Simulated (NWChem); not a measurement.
System: C₂H₂N₃, doublet; SMILES [nH]1cn[c]n1

Input file for NWChem:

```
start job
memory heap 200 mb stack 900 mb global 1100 mb
geometry units angstroms noautosym nocenter noautoz
  C      1.152933     0.077855     0.000000
  N      0.563884    -1.091913     0.000000
  N     -0.750739    -0.693499     0.000000
  C     -0.828733     0.656033     0.000000
  N      0.392795     1.180338     0.000000
  H     -1.488517    -1.384860     0.000000
  H     -1.762295     1.202837     0.000000
end
basis spherical
  * library pcj-1
end
dft
  odft
  mult 2
  xc pbe0
  iterations 150
end
property
  hyperfine
end
task dft property
```

NWChem printed, in part:

```
             Northwest Computational Chemistry Package (NWChem) 7.3.0
             --------------------------------------------------------

                             Geometry "geometry" -> ""
                             -------------------------

 Output coordinates in angstroms (scale by  1.889725989 to convert to a.u.)

  No.       Tag          Charge          X              Y              Z
 ---- ---------------- ---------- -------------- -------------- --------------
    1 C                    6.0000     1.15293300     0.07785500     0.00000000
    2 N                    7.0000     0.56388400    -1.09191300     0.00000000
    3 N                    7.0000    -0.75073900    -0.69349900     0.00000000
    4 C                    6.0000    -0.82873300     0.65603300     0.00000000
    5 N                    7.0000     0.39279500     1.18033800     0.00000000
    6 H                    1.0000    -1.48851700    -1.38486000     0.00000000
    7 H                    1.0000    -1.76229500     1.20283700     0.00000000

 Effective nuclear repulsion energy (a.u.)     156.6658527886

                              NWChem Property Module
                              ----------------------

  itol2e modified to match energy
  convergence criterion.

                                 NWChem DFT Module
                                 -----------------

 Summary of "ao basis" -> "ao basis" (spherical)
 ------------------------------------------------------------------------------
       Tag                 Description            Shells   Functions and Types
 ---------------- ------------------------------  ------  ---------------------
 C                           pcj-1                  11       27   5s4p2d
 N                           pcj-1                  11       27   5s4p2d
 H                           pcj-1                   6       10   4s2p

  itol2e modified to match energy
  convergence criterion.

            General Information
            -------------------
          SCF calculation type: DFT
          Wavefunction type:  spin polarized.
          No. of atoms     :     7
          No. of electrons :    35
           Alpha electrons :    18
            Beta electrons :    17
          Charge           :     0
          Spin multiplicity:     2
          Use of symmetry is: off; symmetry adaption is: off
          Maximum number of iterations: 150
          AO basis - number of functions:   155
                     number of shells:    67
          Convergence on energy requested:  1.00D-07
          Convergence on density requested:  1.00D-05
          Convergence on gradient requested:  5.00D-04

              XC Information
              --------------
                         PBE0 Method XC Functional
                     Hartree-Fock (Exact) Exchange  0.250
          PerdewBurkeErnzerhof Exchange Functional  0.750
            Perdew 1991 LDA Correlation Functional  1.000 local
           PerdewBurkeErnz. Correlation Functional  1.000 non-local

             Grid Information
             ----------------
          Grid used for XC integration:  fine
          Radial quadrature: Mura-Knowles
          Angular quadrature: Lebedev.
          Tag              B.-S. Rad. Rad. Pts. Rad. Cut. Ang. Pts.
          ---              ---------- --------- --------- ---------
          C                   0.70       70          10.0       590
          N                   0.65       70          10.0       590
          H                   0.35       60          10.0       590
          Grid pruning is: on
          Number of quadrature shells:   470
          Spatial weights used:  Erf1

      Superposition of Atomic Density Guess
      -------------------------------------

 Sum of atomic energies:        -239.18711086

      Non-variational initial energy
      ------------------------------

 Total energy =    -242.126584
 1-e energy   =    -633.746273
 2-e energy   =     234.953837
 HOMO         =      -0.200790
 LUMO         =       0.033324

   convergence    iter        energy       DeltaE   RMS-Dens  Diis-err
 ---------------- ----- ----------------- --------- --------- ---------
 d= 0,ls=0.0,diis     1   -241.1853518398 -3.98D+02  3.47D-03  5.36D-01
                                                     3.05D-03  5.14D-01
 d= 0,ls=0.0,diis     2   -241.1584867187  2.69D-02  2.56D-03  3.06D-01
                                                     2.46D-03  3.05D-01
 d= 0,ls=0.0,diis     3   -241.2330812482 -7.46D-02  1.06D-03  1.37D-01
                                                     1.00D-03  1.31D-01
 d= 0,ls=0.0,diis     4   -241.2856257295 -5.25D-02  3.31D-04  3.56D-03
                                                     2.32D-04  2.93D-03
 d= 0,ls=0.0,diis     5   -241.2867691859 -1.14D-03  1.06D-04  8.16D-04
                                                     1.16D-04  9.64D-04
  Resetting Diis
 d= 0,ls=0.0,diis     6   -241.2871554701 -3.86D-04  4.97D-05  1.28D-04
                                                     3.90D-05  8.31D-05
 d= 0,ls=0.0,diis     7   -241.2872128154 -5.73D-05  3.66D-05  1.39D-05
                                                     3.42D-05  1.35D-05
 d= 0,ls=0.0,diis     8   -241.2872141136 -1.30D-06  2.09D-05  3.39D-05
                                                     1.77D-05  3.05D-05
 d= 0,ls=0.0,diis     9   -241.2872294158 -1.53D-05  1.08D-05  9.04D-07
                                                     1.60D-05  1.96D-06
 d= 0,ls=0.0,diis    10   -241.2872326242 -3.21D-06  1.24D-05  2.12D-06
                                                     8.38D-06  1.02D-06
 d= 0,ls=0.0,diis    11   -241.2872344710 -1.85D-06  4.18D-06  1.34D-07
                                                     3.94D-06  1.26D-07
 d= 0,ls=0.0,diis    12   -241.2872347030 -2.32D-07  1.34D-06  3.19D-08
                                                     1.93D-06  5.44D-08
 d= 0,ls=0.0,diis    13   -241.2872347500 -4.70D-08  1.24D-06  1.55D-08
                                                     1.08D-06  8.96D-09

         Total DFT energy =     -241.287234750012
      One electron energy =     -635.955929175885
           Coulomb energy =      269.997905994040
    Exchange-Corr. energy =      -31.995064356805
 Nuclear repulsion energy =      156.665852788639

 Numeric. integr. density =       34.999997523172

[...]

          ----------------------
          Hyperfine Interactions
          ----------------------

 Total Spin Density (Fermi Contact Term)
 ------------------ --------------------
     Atom            x         y         z       Density (a.u.)      Aiso(MHz)     Aiso(Gauss)
     1  13-C      2.17873   0.14712   0.00000       0.652494        733.528341     261.740710
     2  14-N      1.06559  -2.06342   0.00000       0.261223         84.402213      30.116758
     3  14-N     -1.41869  -1.31052   0.00000       0.075356         24.347892       8.687919
     4  13-C     -1.56608   1.23972   0.00000       0.055486         62.377180      22.257691
     5  14-N      0.74227   2.23052   0.00000       0.245660         79.373887      28.322529
     6   1-H     -2.81289  -2.61701   0.00000       0.001179          5.269539       1.880299
     7   1-H     -3.33025   2.27303   0.00000      -0.000093         -0.414721      -0.147983

           -------------------------------------------
           Anisotropic Interaction (Spin-Dipolar Term)
           -------------------------------------------

 ------------------------------------------------------------
     Atom            x         y         z
 ------------------------------------------------------------
     1  13-C      2.17873   0.14712   0.00000

   Spin-Dipolar term (a.u.)
        xx             yy             zz             xy             xz             yz
 ------------------------------------------------------------------------------------------
       0.900362      -0.526760      -0.373602       0.098363       0.000000       0.000000

   Principal Comp. of -hf- tensor (au)            Anisotropic -hfcc- (MHz)               Anisotropic -hfcc- (Gauss)
 --------------------------------------------------------------------------------------------------------------------------
      0.907110    -0.533508    -0.373602     121.725449   -71.591618   -50.133832      43.434594   -25.545626   -17.888968

   Orientation of the principal axis of Hyperfine Tensor w.r.t absolute (molecular) frame
 --------------------------------------------------------------------------------------------------------------------------
      0.997655    -0.068439    -0.000000
      0.068439     0.997655     0.000000
      0.000000    -0.000000     1.000000

 ------------------------------------------------------------
     Atom            x         y         z
 ------------------------------------------------------------
     2  14-N      1.06559  -2.06342   0.00000

   Spin-Dipolar term (a.u.)
        xx             yy             zz             xy             xz             yz
 ------------------------------------------------------------------------------------------
       0.081689       0.099452      -0.181141       0.056458       0.000000      -0.000000

   Principal Comp. of -hf- tensor (au)            Anisotropic -hfcc- (MHz)               Anisotropic -hfcc- (Gauss)
 --------------------------------------------------------------------------------------------------------------------------
      0.033419     0.147722    -0.181141       1.288882     5.697324    -6.986206       0.459904     2.032943    -2.492848

   Orientation of the principal axis of Hyperfine Tensor w.r.t absolute (molecular) frame
 --------------------------------------------------------------------------------------------------------------------------
      0.760067     0.649845    -0.000000
     -0.649845     0.760067     0.000000
      0.000000     0.000000     1.000000

 ------------------------------------------------------------
     Atom            x         y         z
 ------------------------------------------------------------
     3  14-N     -1.41869  -1.31052   0.00000

   Spin-Dipolar term (a.u.)
        xx             yy             zz             xy             xz             yz
 ------------------------------------------------------------------------------------------
       0.132005      -0.026298      -0.105707      -0.045284      -0.000000       0.000000

   Principal Comp. of -hf- tensor (au)            Anisotropic -hfcc- (MHz)               Anisotropic -hfcc- (Gauss)
 --------------------------------------------------------------------------------------------------------------------------
      0.144043    -0.038336    -0.105707       5.555429    -1.478544    -4.076885       1.982312    -0.527580    -1.454732

   Orientation of the principal axis of Hyperfine Tensor w.r.t absolute (molecular) frame
 --------------------------------------------------------------------------------------------------------------------------
      0.966433     0.256919     0.000000
     -0.256919     0.966433    -0.000000
     -0.000000     0.000000     1.000000

 ------------------------------------------------------------
     Atom            x         y         z
 ------------------------------------------------------------
     4  13-C     -1.56608   1.23972   0.00000

   Spin-Dipolar term (a.u.)
        xx             yy             zz             xy             xz             yz
 ------------------------------------------------------------------------------------------
       0.045223      -0.021838      -0.023385       0.033988       0.000000       0.000000

   Principal Comp. of -hf- tensor (au)            Anisotropic -hfcc- (MHz)               Anisotropic -hfcc- (Gauss)
 --------------------------------------------------------------------------------------------------------------------------
      0.059436    -0.036052    -0.023385       7.975767    -4.837787    -3.137980       2.845947    -1.726240    -1.119707

   Orientation of the principal axis of Hyperfine Tensor w.r.t absolute (molecular) frame
 --------------------------------------------------------------------------------------------------------------------------
      0.922578    -0.385810    -0.000000
      0.385810     0.922578     0.000000
      0.000000    -0.000000     1.000000

 ------------------------------------------------------------
     Atom            x         y         z
 ------------------------------------------------------------
     5  14-N      0.74227   2.23052   0.00000

   Spin-Dipolar term (a.u.)
        xx             yy             zz             xy             xz             yz
 ------------------------------------------------------------------------------------------
       0.156893      -0.026892      -0.130001       0.008919       0.000000       0.000000

   Principal Comp. of -hf- tensor (au)            Anisotropic -hfcc- (MHz)               Anisotropic -hfcc- (Gauss)
 --------------------------------------------------------------------------------------------------------------------------
      0.157325    -0.027324    -0.130001       6.067671    -1.053820    -5.013851       2.165092    -0.376029    -1.789064

   Orientation of the principal axis of Hyperfine Tensor w.r.t absolute (molecular) frame
 --------------------------------------------------------------------------------------------------------------------------
      0.998830    -0.048357    -0.000000
      0.048357     0.998830    -0.000000
      0.000000     0.000000     1.000000

 ------------------------------------------------------------
     Atom            x         y         z
 ------------------------------------------------------------
     6   1-H     -2.81289  -2.61701   0.00000

   Spin-Dipolar term (a.u.)
        xx             yy             zz             xy             xz             yz
 ------------------------------------------------------------------------------------------
       0.006048       0.002685      -0.008733       0.006190      -0.000000       0.000000

   Principal Comp. of -hf- tensor (au)            Anisotropic -hfcc- (MHz)               Anisotropic -hfcc- (Gauss)
 --------------------------------------------------------------------------------------------------------------------------
      0.010781    -0.002048    -0.008733       5.752343    -1.092785    -4.659558       2.052576    -0.389932    -1.662643

   Orientation of the principal axis of Hyperfine Tensor w.r.t absolute (molecular) frame
 --------------------------------------------------------------------------------------------------------------------------
      0.794378    -0.607424     0.000000
      0.607424     0.794378    -0.000000
     -0.000000     0.000000     1.000000

 ------------------------------------------------------------
     Atom            x         y         z
 ------------------------------------------------------------
     7   1-H     -3.33025   2.27303   0.00000

   Spin-Dipolar term (a.u.)
        xx             yy             zz             xy             xz             yz
 ------------------------------------------------------------------------------------------
       0.008867      -0.001903      -0.006964      -0.005482      -0.000000      -0.000000

   Principal Comp. of -hf- tensor (au)            Anisotropic -hfcc- (MHz)               Anisotropic -hfcc- (Gauss)
 --------------------------------------------------------------------------------------------------------------------------
      0.011166    -0.004203    -0.006964       5.957773    -2.242269    -3.715505       2.125878    -0.800096    -1.325782

   Orientation of the principal axis of Hyperfine Tensor w.r.t absolute (molecular) frame
 --------------------------------------------------------------------------------------------------------------------------
      0.922170     0.386786     0.000000
     -0.386786     0.922170     0.000000
     -0.000000    -0.000000     1.000000
```

Level: PBE0/pcJ-1, spin-unrestricted, contact and dipolar terms. In the optimisation the excess spin sits in a' (Cs, its own frame). All runs use the structure optimised with B3LYP/6-31G* (spherical d), spin-unrestricted. No stability test was run on the SCF state.
